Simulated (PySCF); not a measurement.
## Computed properties of CH₇GeNO, SMILES C[NH][GeH2][OH]

CH7GeNO, SMILES C[NH][GeH2][OH]. Geometry: ωB97X-D3(BJ)/def2-SVP. The structure was generated by enumeration, and PubChem lists no compound with its InChIKey, so it may never have been made. The values are those of a single conformer. All values are computed for the isolated molecule unless a solvent is named; none is compared with measurement here.

**Structure.** All 27 harmonic modes at ωB97X-D3(BJ)/def2-SVP (PySCF) are real, so it is a minimum. With heavy atoms numbered as in [CH3:1][NH:2][GeH2:3][OH:4], the shortest bond between them is C1–N2 at 1.451 Å and the longest N2–Ge3 at 1.817 Å.

**Vibrations.** The strongest infrared lines (harmonic, unscaled, degenerate partners summed) lie at 2185 cm⁻¹ (151 km/mol, H 99 %), 707 cm⁻¹ (125 km/mol, O 77 %, Ge 19 %), 907 cm⁻¹ (121 km/mol, H 91 %). The softest mode is at 82 cm⁻¹ and the zero-point energy is 53.1 kcal/mol.

**Electronic structure.** B3LYP/def2-TZVP (PySCF) places the frontier levels at -6.54 and 0.25 eV, a gap of 6.79 eV, and gives a dipole moment of 2.03 D and a mean polarisability of 53.7 bohr³. PBE/def2-TZVP (PySCF) at the same geometry gives -5.37 and -0.28 eV, so its gap is 1.70 eV narrower. An orbital gap is neither the optical nor the fundamental gap.

**Excitations.** TDA-CAM-B3LYP/def2-SVPD (PySCF) has S1 at 5.97 eV (208 nm, f = 0.025, weak); the most intense of the 10 singlets computed lies at 6.82 eV (f = 0.08). T1 (TDA) is at 5.60 eV, 0.37 eV under S1. TDA-PBE/def2-SVPD (PySCF) puts S1 at 5.09 eV. No vertical singlet excitation falls in the visible range (under 3.1 eV).

**NMR.** GIAO shifts at HF/pcSseg-1 (PySCF) (non-relativistic, atoms alike by connectivity averaged): ¹³C at 32.6 ppm against TMS; ¹H from 0.3 to 4.7 ppm against TMS.
